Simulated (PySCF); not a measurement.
Zn(Me)(SeH), CH₄SeZn, SMILES [CH3][Zn][SeH], B3LYP/def2-SVP optimised geometry.

```
7

Zn    -0.21    -0.02     0.00
C     -0.26     1.94     0.00
H      0.33     2.34    -0.84
H      0.16     2.34     0.93
H     -1.30     2.29    -0.10
Se    -0.18    -2.34     0.00
H      1.30    -2.34     0.00
```

Density from B3LYP/def2-TZVP (PySCF) at that geometry.

Minimum of the electron density along straight lines between bonded atoms, close to the bond critical point (lines longer than 1.1 times the sum of covalent radii, or with two minima, are not listed):

| bond | length / Å | ρ at the minimum / e bohr⁻³ | ∇²ρ there / e bohr⁻⁵ | position (fraction from the first atom) |
|---|---|---|---|---|
| Zn1–C2 | 1.954 | 0.111 | 0.22 | 0.49 |
| C2–H3 | 1.102 | 0.267 | -0.87 | 0.64 |
| C2–H4 | 1.102 | 0.267 | -0.87 | 0.64 |
| C2–H5 | 1.102 | 0.267 | -0.87 | 0.64 |
| Zn1–Se6 | 2.323 | 0.080 | 0.13 | 0.45 |
| Se6–H7 | 1.479 | 0.169 | -0.28 | 0.63 |
